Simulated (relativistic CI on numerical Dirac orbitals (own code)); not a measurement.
## Line list: Forbidden lines, Lu IV

Method of calculation: Dirac-Coulomb-Breit CI, separate exchange-only KLI orbitals for each configuration, QED by a radiative potential, valence Slater integrals scaled by 0.85, P86 correlation energy added to each configuration (own radial code, finite nucleus).

Configurations in the expansion (outside the closed core [Kr] 4d10 5s2): 4f¹⁴5p⁶, 4f¹³5p⁶5d, 4f¹³5p⁶6s, 4f¹³5p⁶6p, 4f¹⁴5p⁵5d, 4f¹³5p⁶5f, 4f¹³5p⁶6d, 4f¹³5p⁶7s, 4f¹⁴5p⁵5f, 4f¹³5p⁶7p, 4f¹⁴5p⁵5g, 4f¹³5p⁶5g, 4f¹⁴5p⁵6s, 4f¹³5p⁶7d, 4f¹³5p⁶8s, 4f¹³5p⁶6f, 4f¹³5p⁶8p, 4f¹⁴5p⁵6p, 4f¹⁴5p⁵6d, 4f¹⁴5p⁵7s. Double excitations out of closed p, d and f shells are left out; levels of such configurations are missing from the list, as are those of other unlisted configurations, and high levels can miss mixing partners.

```csv
λ vac (Å),Lower,Upper,Type,A (s⁻¹),E lower (cm⁻¹),E upper (cm⁻¹)
4629.7,4f¹³5p⁶5d ³P°2 [2],4f¹³5p⁶5d ³F°2 [17],M1,1.36e+00,72686.9,94286.8
5569.7,4f¹³5p⁶5d ³P°2 [2],4f¹³5p⁶5d ¹D°2 [14],M1,5.11e+00,72686.9,90641.3
6746.6,4f¹³5p⁶5d ¹D°2 [8],4f¹³5p⁶5d ³F°3 [19],M1,8.63e-01,81729.0,96551.3
6800.4,4f¹³5p⁶5d ³D°3 [5],4f¹³5p⁶5d ³G°3 [18],M1,3.55e+00,79749.1,94454.1
7597.9,4f¹³5p⁶5d ³H°6 [4],4f¹³5p⁶5d ¹H°5 [16],M1,2.53e+01,79738.5,92900.0
7963.2,4f¹³5p⁶5d ¹D°2 [8],4f¹³5p⁶5d ³F°2 [17],M1,8.09e+00,81729.0,94286.8
8159.7,4f¹³5p⁶5d ³P°2 [2],4f¹³5p⁶5d ¹F°3 [10],M1,5.89e-01,72686.9,84942.2
8310.5,4f¹³5p⁶6s ³F°4 [22],4f¹³5p⁶6s ³F°3 [25],M1,2.42e+01,103124.8,115157.7
8614.0,4f¹³5p⁶5d ¹F°3 [10],4f¹³5p⁶5d ³F°3 [19],M1,6.42e+00,84942.2,96551.3
8950.4,4f¹³5p⁶6s ¹F°3 [23],4f¹³5p⁶6s ³F°2 [24],M1,2.33e+01,103614.8,114787.4
9180.8,4f¹³5p⁶5d ³D°3 [5],4f¹³5p⁶5d ¹D°2 [14],M1,1.81e+01,79749.1,90641.3
10701.5,4f¹³5p⁶5d ¹F°3 [10],4f¹³5p⁶5d ³F°2 [17],M1,1.21e+01,84942.2,94286.8
11059.4,4f¹³5p⁶5d ³P°2 [2],4f¹³5p⁶5d ¹D°2 [8],M1,7.11e-01,72686.9,81729.0
14160.1,4f¹³5p⁶5d ³P°2 [2],4f¹³5p⁶5d ³D°3 [5],M1,5.14e-01,72686.9,79749.1
```

Terms are leading LS components. Brackets give the number of a level in order of energy, since labels repeat. The list gives strong lines, with weight on those to low levels, among the lowest 211 of 255 levels, so that lines to higher ones, which can be the strongest, are missing, and without lines across small gaps between configurations, and without 33 lines that miss the measured interval by over 3.5 %, start from a term whose rates miss tabulated ones by over 60 %, have gauges far apart or, lacking measured levels, span too small a gap for the errors found; lines with a level outside our table were not tested and can miss by more. Levels whose partners in the same complex of configurations lie outside the list can be far off, and so can their lines. Rates are taken at the computed energies, electric ones in the length gauge.

Correlation outside the listed configurations is missing or only estimated: errors of thousands of cm⁻¹ between configurations and terms are usual at this charge. Rates and lifetimes follow the computed energies and can be off by large factors. The fine structure of a lone outer electron comes out too small, for d and f at times inverted, and misplaced configurations move strength between like terms. 36 of the 47 excited levels that our extract of the measured tables holds in this range could be paired (the sources list more); they are missed by 17003 cm⁻¹ on average and 19171 at most, and levels without a partner can miss by more.

LS names give the leading component of a level, which can be under half, so a name can repeat, a term be missing and a line seem to break the LS rules.
